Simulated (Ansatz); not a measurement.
Reactions of C₂H₆GeOS (`[CH3][GeH2][O]C=S`).

Isolated molecules relaxed with PBE0-D4/def2-TZVP in Ansatz; ΔE leaves out vibrations. CCSD(T)/CBS is the MP2 limit (def2-TZVPP, def2-QZVPP) plus CCSD(T) − MP2 in def2-TZVPP, frozen cores. This one scheme is used for every species. For Ge, Se outer-core shells are correlated without core-valence functions, which leaves a few kJ/mol of doubt a bond. Scalar relativity is left out up to krypton. Each species was taken in one conformer, which may not be the lowest.

(1) Order these by ΔE at CCSD(T)/CBS, lowest first. (Estimate.)
A. `[CH3][GeH2][O]C=S` + HCl → `[CH3][GeH2][Cl]` + `OC=S`
B. `[CH3][GeH2][O]C=S` → `CC(=S)[O][GeH3]`
C. `[CH3][GeH2][O]C=S` + CH₃OH → `C[O][GeH2][CH3]` + `OC=S`
D. `[CH3][GeH2][O]C=S` + `CCS` → `[CH3][GeH2][CH3]` + `S=COCS`
E. `[CH3][GeH2][O]C=S` + `C[SeH]` → `[CH3][GeH2][Se]C` + `OC=S`

Largest T1 diagnostic: 0.018, for `OC=S`.

## Answers

(1) A (-0.40 eV), E (-0.24 eV), C (+0.09 eV), B (+0.25 eV), D (+0.89 eV).
